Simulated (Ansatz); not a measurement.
Cost and result for the atomization energy of CH5BClNO (`NB(Cl)CO`) (10 atoms, 9 bonds).

```xyz
10

N    -0.725   -1.002    0.879
B     0.207   -0.752   -0.111
Cl    0.987   -2.102   -0.962
C     0.604    0.725   -0.490
O    -0.185    1.713    0.173
H    -0.998   -1.921    1.180
H    -1.120   -0.234    1.398
H     0.600    0.871   -1.578
H     1.642    0.901   -0.184
H    -1.012    1.801   -0.306
```

Total charge 0; spin multiplicity 1. The geometry is a stationary point of PBE0-D4/def2-TZVP. It is one conformer, not always the lowest. Program: Ansatz. Hardware: A = 2 threads of an AMD EPYC 7R13 on a shared host; B = 2 threads of an AMD EPYC 7R13 on a shared host and a share of an NVIDIA H100 80 GB. Times are those of one run each, without the atoms' runs, and a repeat can differ threefold. Electronic energies, without spin–orbit coupling; frozen cores. CCSD(T)/CBS extrapolates def2-TZVPP and def2-QZVPP, and its time is that of the two runs behind it. T1 = 0.011. B3LYP takes the VWN-RPA correlation (the form of Gaussian; ORCA's B3LYP/G).

CCSD(T)/CBS is a level of theory with its own doubt, some kJ/mol a heavy atom from the limit and from the frozen cores, so smaller differences don't rank the functionals.

```json
{"level": "PBE-D4/def2-TZVPP (with forces) [A]", "functions": "236", "wall time": "3.1 s"}
{"level": "PBE0-D4/def2-TZVPP [A]", "functions": "236", "wall time": "3.3 s"}
{"level": "r2SCAN-D4/def2-TZVPP (with forces) [A]", "functions": "236", "wall time": "5.5 s"}
{"level": "B3LYP-D4/def2-TZVPP (with forces) [A]", "functions": "236", "wall time": "5.5 s"}
{"level": "B2PLYP/def2-TZVPP [A]", "functions": "236", "wall time": "7 s"}
{"level": "CCSD(T)/def2-TZVPP [B]", "functions": "236", "wall time": "7.5 s"}
{"level": "ωB97X-V/def2-TZVPP [A]", "functions": "236", "wall time": "9 s"}
{"level": "ωB97M-V/def2-TZVPP (with forces) [A]", "functions": "236", "wall time": "13 s"}
{"level": "CCSD(T)/def2-QZVPP [B]", "functions": "448", "wall time": "23 s"}
{"level": "CCSD(T)/CBS(def2)", "functions": "–", "wall time": "30 s"}
```

Question: What atomization energy does each give, and how far from CCSD(T)/CBS? (Best estimate.)

Answer: Ansatz gave: 
```tsv
level	atomization (kJ/mol)	difference from CCSD(T)/CBS	per bond
PBE-D4/def2-TZVPP (with forces) [A]	3940.1	116.2	12.9
PBE0-D4/def2-TZVPP [A]	3854.5	30.6	3.4
r2SCAN-D4/def2-TZVPP (with forces) [A]	3847.2	23.3	2.6
B3LYP-D4/def2-TZVPP (with forces) [A]	3837.8	13.9	1.5
B2PLYP/def2-TZVPP [A]	3797.2	-26.7	-3.0
CCSD(T)/def2-TZVPP [B]	3719.1	-104.8	-11.6
ωB97X-V/def2-TZVPP [A]	3843.4	19.5	2.2
ωB97M-V/def2-TZVPP (with forces) [A]	3858.9	35.0	3.9
CCSD(T)/def2-QZVPP [B]	3780.7	-43.2	-4.8
CCSD(T)/CBS(def2)	3823.9	0.0	0.0
```

The D4 term adds +30.0 kJ/mol with B3LYP and +15.7 kJ/mol with PBE0; it sums over pairs of atoms, weighted by their polarisabilities, and B3LYP, whose exchange is more repulsive, gets the larger term. From PBE to PBE0 (25 % exact exchange), in def2-TZVPP and without D4, the atomization energy moves by −82.6 kJ/mol: exact exchange takes away binding that semilocal exchange gives to molecules. In def2-TZVPP, CCSD(T) changes the Hartree–Fock value by +979.4 kJ/mol (the triples alone add +62.1 kJ/mol) and MP2 by +1069.7 kJ/mol; breaking electron pairs costs correlation energy, which Hartree–Fock lacks.
